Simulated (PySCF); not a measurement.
# Removing the step error of a finite difference

System: hydrogen telluride (H2Te), singlet, at a GFN2-xTB geometry (core potentials on Te), atoms displaced at random by about 0.08 Å a coordinate. Level: PBE/def2-TZVP, gradient in PySCF. Sums are taken with unrounded values, so a last digit can differ.

Central differences of the energy along x of atom 2 gave a gradient component of 0.000350 Eh/bohr at step 0.05 and 0.000739 Eh/bohr at step 0.2 (atomic units).

**Question.** Extrapolate to zero step.

**Answer.** The leading error of a symmetric difference goes as h², so A(h) = A0 + c h². Then c = (0.000739 - (0.000350))/(0.2² - 0.05²) = 0.0104 (atomic units) and A0 = 0.000350 - c × 0.05² = 0.000324 Eh/bohr. The analytic value from the same program and level (with grid response) is 0.000324 Eh/bohr: the smaller step missed it by 0.000026, the extrapolation by 0.000000.
